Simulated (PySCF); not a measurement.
**Si(2+) (silicon, charge +2) across methods**

[Ne] 3d2, high-spin 3F determinant (an excited configuration). Calculation: PySCF 2.14, in aug-cc-pCVTZ-DK (8s7p5d3f, 75 functions); scalar relativity by spin-free X2C-1e.

| method | E (hartree) | mean ε 2p α (eV) | mean ε 2p β (eV) | mean ε 3d α (eV) | Σ⟨r²⟩ (bohr²) | ⟨S²⟩ |
| --- | --- | --- | --- | --- | --- | --- |
| LDA | -286.6117 | -125.17 | -125.03 | -14.311 | 19.90 | 2.000 |
| r2SCAN | -287.7647 | -127.20 | -127.08 | -14.426 | 20.03 | 2.000 |
| UHF | -287.29032 | -145.86 | -145.74 | -16.598 | 21.23 | 2.000 |
| CAM-B3LYP | -287.7742 | -131.49 | -131.38 | -16.125 | 19.82 | 2.000 |
| PBE0 | -287.6671 | -130.55 | -130.41 | -15.139 | 20.07 | 2.000 |
| B97-3 | -287.7564 | -131.03 | -130.95 | -15.127 | 20.06 | 2.000 |
| wB97X-V | -287.7323 | -132.24 | -132.15 | -16.936 | 19.99 | 2.000 |
| PBE | -287.6595 | -125.03 | -124.90 | -14.533 | 19.80 | 2.000 |
| M06 | -287.7975 | -131.14 | -131.07 | -15.030 | 20.28 | 2.000 |

The outer electron is Rydberg-like, and this basis confines it to a smaller radius and binds it less than a complete one would.
